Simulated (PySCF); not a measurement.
Species: Sn(vinyl)2(OMe)2, C6H12O2Sn.
SMILES: `C=[CH][Sn]([CH]=C)([O]C)[O]C`

Level of theory: PySCF 2.14.0, density-fitted response routines, TDDFT CAM-B3LYP/def2-SVPD, vertical, gas phase, core orbitals frozen in the response, def2 core potentials past Kr. The structure is a single PBE0-D3(BJ)/def2-SVP conformer in the gas phase; no vibrational or solvent corrections. Spin–orbit coupling is left out.

| state | E (eV) | λ (nm) | ν̃ (cm⁻¹) | f | main configurations (H = HOMO, L = LUMO) |
| --- | --- | --- | --- | --- | --- |
| S1 | 5.94 | 208.9 | 47880 | 0.0016 | H-1→L (34%), H→L+1 (22%), H→L+2 (15%) |
| S2 | 5.97 | 207.8 | 48130 | 0.021 | H→L (30%), H-1→L+1 (22%), H-1→L+2 (11%) |
| S3 | 6.27 | 197.9 | 50530 | 0.0008 | H-1→L+2 (21%), H-4→L (18%), H-2→L (14%) |
| S4 | 6.32 | 196.1 | 51000 | 0.029 | H→L+2 (22%), H-4→L+1 (18%), H-2→L+1 (11%) |
| S5 | 6.41 | 193.6 | 51660 | 0.012 | H→L (45%), H-1→L+1 (17%), H-1→L+2 (8%) |
| S6 | 6.58 | 188.3 | 53110 | 0.017 | H-1→L (51%), H→L+1 (28%) |
| S7 | 6.75 | 183.8 | 54410 | 0.062 | H-2→L (30%), H-1→L+1 (22%), H-2→L+2 (10%) |
| S8 | 6.81 | 182.2 | 54890 | 0.085 | H-2→L+2 (29%), H-2→L+1 (15%), H-2→L (13%) |
| S9 | 6.93 | 178.8 | 55930 | 0.060 | H→L+1 (27%), H→L+2 (16%), H-4→L+1 (11%) |
| S10 | 7.01 | 176.9 | 56520 | 0.211 | H-3→L (47%), H-3→L+1 (17%) |

Triplets, Tamm–Dancoff:

```tsv
state	E (eV)	λ (nm)	main configurations (H = HOMO, L = LUMO)
T1	4.27	290.6	H-3→L+1 (29%), H-4→L (20%), H-5→L+1 (18%)
T2	4.27	290.2	H-5→L (26%), H-4→L+1 (18%), H-3→L (13%)
T3	5.49	225.9	H-1→L+1 (17%), H-2→L (16%), H→L (16%)
T4	5.54	223.7	H-1→L (30%), H→L+1 (17%), H→L+2 (13%)
```

The lowest singlet lies at 5.94 eV (209 nm, ultraviolet) and is very weak; its leading configuration is HOMO-1→LUMO (34%). The strongest level in the table is S10 at 7.01 eV (177 nm, f = 0.211). It is the last of those listed, so stronger ones may follow. Löwdin shares by element: HOMO oxygen 66%, carbon 15% or more (atoms not listed hold the other 19%); LUMO carbon 54% or more, tin 12% (atoms not listed hold the other 34%). Weighted by f, the mean energy of these states is 6.82 eV. The listed states span 1.07 eV, and the widest gap between neighbours is 0.30 eV (S2 to S3). Orbital energies (eV): HOMO-3 -9.48, HOMO-2 -9.20, HOMO-1 -8.86, HOMO -8.82, LUMO 0.20, LUMO+1 0.42, LUMO+2 0.79. Only the lowest 10 singlets were computed, as vertical energies without vibronic structure.
